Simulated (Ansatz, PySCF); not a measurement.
Stretching the C4–H7 bond in C2H6Be (SMILES [BeH][CH2]C) (multiplicity 1 held, fragments rigid). Energies count from the point at 1.093 Å.
Geometry at that point (charge 0, multiplicity 1):
```xyz
9

Be    -1.4452    -0.3387     0.7701
H     -2.6893    -0.1958     1.2244
C      0.1257    -0.5230     0.1984
C      0.7015     0.6578    -0.6109
H      0.1697    -1.4350    -0.4126
H      0.7852    -0.7314     1.0519
H      0.7254     1.5770    -0.0208
H      0.1033     0.8659    -1.5011
H      1.7234     0.4649    -0.9477
```

Restricted levels (R-, RO-) in cc, def2 and unpolarised 6-31G sets keep to the state of the molecule at rest. Unrestricted levels (U-) break spin symmetry where that is lower. Levels need not reach the same state.

Correlated levels freeze the cores. Rows in 6-31G* carry no dispersion term and start afresh at each structure (6-31G* with six Cartesian d functions).

The values were computed with Ansatz (a program for electronic structure) with Gaussian orbitals; PySCF for 6-31G* rows. Values without a source in brackets are computed.

Energies in kcal/mol.

```json
[
 {"R (Å)": "0.874", "R-HF/6-31G*": "29.0", "R-PBE/cc-pVTZ": "29.3", "U-PBE/cc-pVTZ": "29.3", "U-r2SCAN/cc-pVTZ": "28.1", "R-wB97X-V/cc-pVTZ": "28.8", "R-MP2/cc-pVTZ": "28.1"},
 {"R (Å)": "0.983", "R-HF/6-31G*": "5.4", "R-PBE/cc-pVTZ": "6.1", "U-PBE/cc-pVTZ": "6.1", "U-r2SCAN/cc-pVTZ": "5.5", "R-wB97X-V/cc-pVTZ": "5.8", "R-MP2/cc-pVTZ": "5.4"},
 {"R (Å)": "1.093", "R-HF/6-31G*": "0.0", "R-PBE/cc-pVTZ": "0.0", "U-PBE/cc-pVTZ": "0.0", "U-r2SCAN/cc-pVTZ": "0.0", "R-wB97X-V/cc-pVTZ": "0.0", "R-MP2/cc-pVTZ": "0.0"},
 {"R (Å)": "1.202", "R-HF/6-31G*": "4.4", "R-PBE/cc-pVTZ": "3.0", "U-PBE/cc-pVTZ": "3.0", "U-r2SCAN/cc-pVTZ": "3.6", "R-wB97X-V/cc-pVTZ": "3.6", "R-MP2/cc-pVTZ": "4.0"},
 {"R (Å)": "1.311", "R-HF/6-31G*": "13.9", "R-PBE/cc-pVTZ": "10.8", "U-PBE/cc-pVTZ": "10.8", "U-r2SCAN/cc-pVTZ": "12.0", "R-wB97X-V/cc-pVTZ": "12.1", "R-MP2/cc-pVTZ": "12.8"},
 {"R (Å)": "1.475", "R-HF/6-31G*": "32.2", "R-PBE/cc-pVTZ": "26.2", "U-PBE/cc-pVTZ": "26.2", "U-r2SCAN/cc-pVTZ": "28.1", "R-wB97X-V/cc-pVTZ": "28.9", "R-MP2/cc-pVTZ": "30.0"},
 {"R (Å)": "1.639", "R-HF/6-31G*": "51.5", "R-PBE/cc-pVTZ": "42.5", "U-PBE/cc-pVTZ": "42.5", "U-r2SCAN/cc-pVTZ": "45.2", "R-wB97X-V/cc-pVTZ": "46.9", "R-MP2/cc-pVTZ": "48.3"},
 {"R (Å)": "1.912", "R-HF/6-31G*": "81.9", "R-PBE/cc-pVTZ": "67.2", "U-PBE/cc-pVTZ": "67.2", "U-r2SCAN/cc-pVTZ": "70.9", "R-wB97X-V/cc-pVTZ": "74.9", "R-MP2/cc-pVTZ": "76.3"},
 {"R (Å)": "2.185", "R-HF/6-31G*": "108.3", "R-PBE/cc-pVTZ": "87.1", "U-PBE/cc-pVTZ": "87.1", "U-r2SCAN/cc-pVTZ": "88.9", "R-wB97X-V/cc-pVTZ": "98.7", "R-MP2/cc-pVTZ": "99.7"},
 {"R (Å)": "2.513", "R-HF/6-31G*": "134.9", "R-PBE/cc-pVTZ": "105.2", "U-PBE/cc-pVTZ": "101.3", "U-r2SCAN/cc-pVTZ": "99.1", "R-wB97X-V/cc-pVTZ": "121.7", "R-MP2/cc-pVTZ": "121.3"},
 {"R (Å)": "2.950", "R-HF/6-31G*": "162.9", "R-PBE/cc-pVTZ": "121.4", "U-PBE/cc-pVTZ": "107.9", "U-r2SCAN/cc-pVTZ": "105.3", "R-wB97X-V/cc-pVTZ": "144.7", "R-MP2/cc-pVTZ": "140.7"},
 {"R (Å)": "3.496", "R-HF/6-31G*": "188.9", "R-PBE/cc-pVTZ": "133.3", "U-PBE/cc-pVTZ": "109.9", "U-r2SCAN/cc-pVTZ": "108.0", "R-wB97X-V/cc-pVTZ": "164.9", "R-MP2/cc-pVTZ": "153.1"}
]
```

Doubts at one or more of the structures used: a restricted determinant that unrestricted orbitals would lower (R-HF/6-31G*, R-PBE/cc-pVTZ, R-wB97X-V/cc-pVTZ, R-MP2/cc-pVTZ); a spin-contaminated determinant (U-PBE/cc-pVTZ, U-r2SCAN/cc-pVTZ).
